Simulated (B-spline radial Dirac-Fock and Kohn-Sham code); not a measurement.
**Kr⁺ 2s: cross section and angular parameters**

System: Kr⁺, [Ar] 3d10 4s2 4p5; threshold 1914.6 eV (orbital energy of the model). Calculated with a radial B-spline solver, using Dirac-Hartree-Slater photoionisation with a Latter tail; cross sections with all multipoles, angular parameters from the dipole term and its interference with E2.

The run's input, task.json:

```json
{"items": [{
  "Z": 36,
  "q": 1,
  "cfg": [[1, 0, 2], [2, 0, 2], [2, 1, 6], [3, 0, 2], [3, 1, 6], [3, 2, 10], [4, 0, 2], [4, 1, 5]],
  "A": 84,
  "rrms": 4.1884,
  "do": "xps",
  "hv": [60, 80, 89.8, 95.4, 128.0, 132.0, 186.0, 192.0, 224.0, 234.0, 300, 355.0, 357.0, 400, 600, 679.0, 835.0, 850.0, 1253.6, 1420.0, 2000, 2260.0, 2430.0, 3500.0, 5414.7, 6430.0, 7020.0, 8520.0, 8610.0, 11500.0]
}]}
```

Command: `python xray2_run.py task.json out`

For linearly polarised light dσ/dΩ = σ/(4π) [1 + β P₂(cos θ) + (δ + γ cos²θ) sin θ cos φ], with θ from the polarisation vector and φ the angle between the beam and the projection of the electron momentum on the plane normal to the polarisation.

```csv
hν (eV),σ (kb),β,γ
2000,64.4,1.997,0.905
2260,53.4,1.998,0.379
2430,47.4,1.998,0.202
3500,25.1,1.998,-0.075
5414.7,10.7,1.998,0.169
6430,?,?,?
7020,6.21,1.998,0.455
8520,4.05,1.998,0.713
8610,3.96,1.998,0.728
11500,2.04,1.998,1.169
```

**Question.** Give the values at 6430 eV.

**Answer.** σ = 7.49 kb, β = 1.998, γ = 0.349. For an s subshell δ is negligible.
